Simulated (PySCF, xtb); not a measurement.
TaF4Br, SMILES [F][Ta]([F])([F])([F])[Br], multiplicity 1.

Harmonic wavenumbers (cm⁻¹) from GFN2-xTB (xtb) at its own minimum, in rising order: 44, 119, 143, 171, 193, 214, 269, 276, 419, 475, 487, 511.

Question: What does PBE-D3(BJ)/def2-SVP (PySCF) give at its own minimum? (The exact figures need the calculation; the answer reports its results.)

Answer: 13, 117, 126, 192, 218, 247, 298, 319, 636, 673, 682, 701. Paired by order, the mean absolute difference is 83 cm⁻¹ and the zero-point energies are 4.7 and 6.0 kcal/mol.
